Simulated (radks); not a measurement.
The numbers below are computed, except where a source is named.
Question: The mean radii <r> (bohr) of the occupied orbitals of an atom or ion are listed with their occupations. Code: a radial shooting solver on a logarithmic mesh with Libxc functionals. Model: scalar-relativistic Kohn-Sham, SCAN, spin-unpolarised, spherical densities, finite nucleus; meta-GGA in the generalised Kohn-Sham scheme; Fermi nuclear charge, rms radius of each element as measured or else 0.836 A^(1/3) + 0.57 fm.

| orbital | occ. | <r> |
|---|---|---|
| 1s | 2 | 0.02363 |
| 2s | 2 | 0.1009 |
| 2p | 6 | 0.08879 |
| 3s | 2 | 0.2658 |
| 3p | 6 | 0.2642 |
| 3d | 10 | 0.2417 |
| 4s | 2 | 0.6081 |
| 4p | 6 | 0.6444 |
| 4d | 10 | 0.7106 |
| 5s | 2 | 1.480 |
| 5p | 5 | 1.745 |
| 6s | 2 | 4.386 |
| 4f | 5 | 1.253 |

Name the element and its charge.

Answer: Z = 60, neodymium, charge 0: Nd in [Kr] 4d10 4f5 5s2 5p5 6s2. The 1s radius gives Z: for a bare nucleus <r> = (2 gamma + 1)/(2Z) with gamma = sqrt(1 - (Z/c)^2), 0.02332 bohr for Z = 60, and screening makes it slightly larger (0.02363 here). The occupations add up to 60, and the charge is Z minus that.
